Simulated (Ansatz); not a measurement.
`[GeH3][GeH2][GeH2][GeH2][GeH3]` + H₂ → `[GeH3][GeH2][GeH2][GeH3]` + GeH₄  (hydrogenolysis of a Ge–Ge bond)

Calculated with Ansatz (gas phase, PBE0-D4/def2-TZVP geometries, no zero-point term in ΔE). CCSD(T)/CBS adds triple-zeta CCSD(T) − MP2 to the extrapolated MP2 energy (def2 sets, frozen cores). This one scheme is used for every species. DFT in def2-TZVPP. For Ge outer-core shells are correlated without core-valence functions, which leaves a few kJ/mol of doubt a bond. Scalar relativity is left out up to krypton. One conformer a species, not always the lowest.

`[GeH3][GeH2][GeH2][GeH2][GeH3]`:

Cartesian coordinates in Å:
```
Ge 0.264 0.654 2.599
Ge -1.004 1.606 0.767
Ge 0.310 1.479 -1.269
Ge 1.178 -0.778 -1.475
Ge -0.623 -2.362 -1.134
H 1.565 1.448 2.800
H -0.538 0.676 3.911
H 0.631 -0.803 2.270
H -1.387 3.063 1.085
H -2.304 0.803 0.574
H -0.561 1.815 -2.494
H 1.466 2.496 -1.206
H 2.262 -0.997 -0.403
H 1.824 -0.996 -2.856
H -0.120 -3.813 -1.215
H -1.254 -2.136 0.249
H -1.709 -2.155 -2.203
```

H₂:

```xyz
2

H    -0.019   -0.033   -0.371
H     0.019    0.033    0.371
```

`[GeH3][GeH2][GeH2][GeH3]`:

```xyz
14

Ge    0.711   -1.476    1.774
Ge   -0.976   -1.389    0.036
Ge   -0.335    0.234   -1.648
Ge    0.257    2.329   -0.584
H     0.796   -0.112    2.479
H     2.084   -1.792    1.158
H     0.379   -2.553    2.820
H    -1.157   -2.781   -0.597
H    -2.321   -0.969    0.657
H    -1.483    0.454   -2.650
H     0.882   -0.300   -2.428
H    -0.909    2.823    0.288
H     1.484    2.120    0.319
H     0.589    3.410   -1.625
```

GeH₄:

Z-matrix (Å, degrees):
```
Ge
H 1 1.534
H 1 1.534 2 109.5
H 1 1.534 2 109.5 3 -120.0
H 1 1.534 2 109.5 3 120.0
```

CCSD(T)/CBS gives +22.8 kJ/mol.

Question: Another level gave +16.8 kJ/mol. Which?
A. MP2/def2-TZVPP
B. revPBE/def2-TZVPP
C. r2SCANh/def2-TZVPP
D. BLYP-D4/def2-TZVPP

Answer: C. r2SCANh 16.8, BLYP-D4 23.8, revPBE 11.6, MP2/def2-TZVPP 27.8 kJ/mol.

Largest T1 diagnostic among the species: 0.012.

The D4 term adds +16.7 kJ/mol with B3LYP and +9.7 kJ/mol with PBE0; it sums over pairs of atoms, weighted by their polarisabilities, and B3LYP, whose exchange is more repulsive, gets the larger term. In def2-TZVPP, CCSD(T) changes the Hartree–Fock value by +34.3 kJ/mol (the triples alone add +5.6 kJ/mol) and MP2 by +42.4 kJ/mol.

B3LYP here is the variant with VWN-RPA as its local correlation; programs differ in this.
